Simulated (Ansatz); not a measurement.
Computed with Ansatz on PBE0-D4/def2-TZVP structures; ΔE is electronic, products minus reactants. CCSD(T)/CBS is the MP2 limit (def2-TZVPP, def2-QZVPP) plus CCSD(T) − MP2 in def2-TZVPP, frozen cores. DFT in def2-TZVPP. Each species was taken in one conformer, which may not be the lowest.

Reaction (redistribution): `C[SiH2]B(C)C` + `NC[SiH](N)N` → `CB(C)[SiH2]N` + `C[SiH](N)CN`

`C[SiH2]B(C)C`:

Z-matrix (Å, degrees):
```
C
Si 1 1.880
H 1 1.093 2 110.7
H 1 1.092 2 111.5 3 120.2
H 1 1.093 2 110.8 3 -119.6
B 2 2.030 1 115.1 3 58.1
H 2 1.498 1 109.0 3 -62.7
H 2 1.496 1 109.3 3 -177.7
C 6 1.562 2 120.9 1 -13.7
C 6 1.562 2 118.9 1 167.3
H 9 1.094 6 114.6 2 161.9
H 9 1.103 6 104.8 2 -82.0
H 9 1.093 6 115.1 2 33.3
H 10 1.094 6 114.1 2 153.6
H 10 1.092 6 115.8 2 24.7
H 10 1.103 6 104.4 2 -91.2
```

`NC[SiH](N)N`:

Z-matrix (Å, degrees):
```
C
Si 1 1.883
N 1 1.471 2 114.3
H 1 1.095 2 109.8 3 -122.1
H 1 1.098 2 110.4 3 122.8
N 2 1.714 1 115.8 3 52.7
N 2 1.721 1 104.8 3 -63.6
H 2 1.497 1 109.6 3 170.2
H 3 1.014 1 109.5 2 50.5
H 3 1.014 1 109.4 2 -65.1
H 6 1.005 2 121.6 1 95.0
H 6 1.006 2 122.6 1 -63.1
H 7 1.007 2 120.2 1 -44.9
H 7 1.008 2 119.4 1 171.7
```

`CB(C)[SiH2]N`:

Cartesian coordinates in Å:
```
C -0.670 1.099 -1.157
B -0.314 0.467 0.227
C -0.745 1.182 1.548
Si 0.686 -1.294 0.357
N 1.352 -2.005 -1.077
H -0.867 2.175 -1.131
H -1.622 0.622 -1.446
H 0.029 0.868 -1.964
H -0.845 0.540 2.427
H 0.081 1.877 1.773
H -1.639 1.805 1.446
H 1.832 -1.135 1.304
H -0.254 -2.291 0.962
H 0.743 -2.249 -1.842
H 2.232 -1.662 -1.427
```

`C[SiH](N)CN`:

Z-matrix (Å, degrees):
```
C
Si 1 1.863
H 1 1.093 2 111.7
H 1 1.093 2 110.4 3 -119.8
H 1 1.092 2 110.1 3 121.0
N 2 1.732 1 107.5 3 -58.7
C 2 1.879 1 112.2 3 -175.7
H 2 1.498 1 109.7 3 65.4
H 6 1.008 2 119.6 1 172.0
H 6 1.008 2 118.7 1 32.5
N 7 1.458 2 109.7 1 59.8
H 7 1.104 2 109.0 1 -173.8
H 7 1.097 2 107.7 1 -59.4
H 11 1.013 7 110.1 2 52.5
H 11 1.012 7 111.7 2 172.1
```

```tsv
level	ΔE (kJ/mol)	difference from CCSD(T)/CBS
PBE-D4	16.6	0.3
PBE0-D4	15.7	-0.6
ωB97M-V	14.7	-1.6
B2PLYP	15.1	-1.2
PBE	16.3	0.0
HF/def2-TZVPP	13.6	-2.7
MP2/def2-TZVPP	14.9	-1.4
CCSD/def2-TZVPP	15.2	-1.1
CCSD(T)/def2-TZVPP	15.7	-0.6
MP2/CBS(def2)	15.5	-0.8
CCSD(T)/CBS	16.3	0
```

Largest T1 diagnostic among the species: 0.011.
